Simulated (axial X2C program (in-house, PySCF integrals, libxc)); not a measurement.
# Curves of SnF by EOM-EA-CCSD

Computed with an in-house all-electron X2C program for linear molecules (integrals from PySCF): two-component X2C with atomic mean-field Coulomb and Gaunt terms, Gaussian nuclei, basis Sn dyall-acv3z, F dyall-av3z with contracted cores.

Energies in eV from the lowest point of the lowest state; states are followed by energy order within each Ω. Reference: SnF⁺, 10 electrons correlated in 92 virtual spinors with an MP2 remainder; levels at this size can be off by some tenths of an eV. Masses 119.902 and 18.998 u.

```tsv
R (Å)	(1)Ω=1/2	(1)Ω=3/2	(2)Ω=1/2	(3)Ω=1/2	(5)Ω=1/2	(3)Ω=3/2
1.799	0.3405	0.5803	3.0282	4.2435	5.1443	5.1813
1.877	0.0757	0.3273	2.7167	4.0942	5.0209	5.0593
1.955	0.0000	0.2576	2.5648	4.1279	5.0751	5.1138
2.043	0.0632	0.3271	2.5217	4.3135	5.2779	5.3170
2.131	0.2274	0.4975	2.5659	4.5969	5.5744	5.6140
2.248	0.5362	0.8140	2.7061	5.0563	6.0473	6.0873
```

Fit the curves (1)Ω=1/2, (1)Ω=3/2, (2)Ω=1/2, (3)Ω=1/2, (5)Ω=1/2, (3)Ω=3/2 near their minima.

At EOM-EA-CCSD from SnF⁺ (the fit fixes ωe to about one per cent; ωe of higher roots by this method can be off by ten per cent):

```csv
state,Te (cm⁻¹),Re (Å),ωe (cm⁻¹)
(1)Ω=1/2,0,1.958,577.7
(1)Ω=3/2,2080,1.954,581.2
(2)Ω=1/2,20340,2.036,438.0
(3)Ω=1/2,32970,1.898,667.4
(5)Ω=1/2,40480,1.887,673.2
(3)Ω=3/2,40790,1.887,672.1
```

For SnF⁺ at CCSD, and between the minima:

Re = 1.878 Å, ωe = 691.3 cm⁻¹; removing the electron costs 7.034 eV without zero-point terms.

T1 of the reference reaches 0.032 (Lee–Taylor). Curves followed by order can swap character. Number of frozen shells: Sn 4 s, 3 p, 2 d; F 1 s. Roots with under 60 % one-particle weight at any point are counted in the labels but not shown, and the list ends where the roots sought for some Ω run out; states that need a further excitation are missing and may lie low or lowest. Curves with a minimum but no constants failed the fit check.
